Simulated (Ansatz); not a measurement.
`[CH3][Ge]([F])([F])[Cl]` + H₂S → `[F][Ge]([F])([SH])[Cl]` + CH₄ at 298.15 K and 1 bar (ligand exchange at a Ge–C bond).

Gas-phase electronic energies from Ansatz, PBE0-D4/def2-TZVP geometries. CCSD(T)/CBS is the MP2 limit (def2-TZVPP, def2-QZVPP) plus CCSD(T) − MP2 in def2-TZVPP, frozen cores. This one scheme is used for every species. For Ge outer-core shells are correlated without core-valence functions, which leaves a few kJ/mol of doubt a bond. Scalar relativity is left out up to krypton. One conformer a species, not always the lowest.

```
                  species  CCSD(T)/CBS energy (Eh)  H − E (kJ/mol)  S (J/(mol·K))
`[CH3][Ge]([F])([F])[Cl]`              -2775.47323           134.3          357.1
                      H₂S               -398.97279            49.9          205.7
 `[F][Ge]([F])([SH])[Cl]`              -3133.99738            62.9          364.8
                      CH₄                -40.46206           127.4          186.2
```

H − E and S are ideal-gas, rigid-rotor, harmonic terms from PBE0-D4/def2-TZVP, for one conformer and one mirror image of each species. 1 Eh = 2625.50 kJ/mol, R = 8.31446 J/(mol·K).

**Question.** By hand: ΔE, ΔH, ΔS and ΔG.

**Answer.** ΔE = (-3133.99738) + (-40.46206) − (-2775.47323) − (-398.97279) = -0.01342 Eh = -35.2 kJ/mol. Δ(H − E) = 62.9 + 127.4 − 134.3 − 49.9 = 6.1, so ΔH = -29.1 kJ/mol. ΔS = 364.8 + 186.2 − 357.1 − 205.7 = -11.8 J/(mol·K). ΔG = -29.1 − 298.15 × (-11.8)/1000 = -25.6 kJ/mol.

**Question.** By hand: the equilibrium constant, and the temperature at which ΔG would vanish if ΔH and ΔS stayed fixed.

**Answer.** log₁₀ K = −ΔG/(RT ln 10) = 4.5. ΔG = 0 at ΔH/ΔS = 2466 K, though so small a ΔS makes that figure unsure.

The number of gas molecules stays the same, so ΔS is small and ΔH decides. A doubt of 5 kJ/mol in ΔE shifts log₁₀ K by 0.9 here. Other conformers and mirror images would add mixing entropy, several J/(mol·K) or more a flexible species. These are equilibria of isolated gas molecules and say nothing of rates. Largest T1 diagnostic: 0.012 (customary marks: 0.02 for closed shells, 0.045 for open ones).
